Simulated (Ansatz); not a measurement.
The same ligand exchange along the group B, Al, Ga, In.

Gas-phase electronic energies from Ansatz, PBE0-D4/def2-TZVP geometries. CCSD(T)/CBS is the MP2 limit (def2-TZVPP, def2-QZVPP) plus CCSD(T) − MP2 in def2-TZVPP, frozen cores. This one scheme is used for every species. DFT in def2-TZVPP. B3LYP here is the variant with VWN-RPA as its local correlation; programs differ in this. Elements past krypton have def2 core potentials. For Ga, In outer-core shells are correlated without core-valence functions, which leaves a few kJ/mol of doubt a bond. Scalar relativity is left out up to krypton.

```json
{"reaction": "`BC[SiH3]` + `N[SiH3]` → `[SiH3]N[SiH3]` + `BC`", "ωB97X-V (kJ/mol)": "-41", "B3LYP-D4 (kJ/mol)": "-43"}
{"reaction": "`[AlH2][CH2][SiH3]` + `N[SiH3]` → `[SiH3]N[SiH3]` + `[CH3][AlH2]`", "ωB97X-V (kJ/mol)": "-44", "B3LYP-D4 (kJ/mol)": "-46"}
{"reaction": "`[SiH3][CH2][GaH2]` + `N[SiH3]` → `[SiH3]N[SiH3]` + `[CH3][GaH2]`", "ωB97X-V (kJ/mol)": "-46", "B3LYP-D4 (kJ/mol)": "-47"}
{"reaction": "`[SiH3][CH2][InH2]` + `N[SiH3]` → `[SiH3]N[SiH3]` + `[CH3][InH2]`", "ωB97X-V (kJ/mol)": "-45", "B3LYP-D4 (kJ/mol)": "-48"}
```

**Question.** Give the CCSD(T)/CBS values in the same order. (Estimate.)

**Answer.** Computed: -41, -44, -44, -42 kJ/mol.

Largest T1 diagnostic: 0.013, for `[SiH3][CH2][InH2]`.
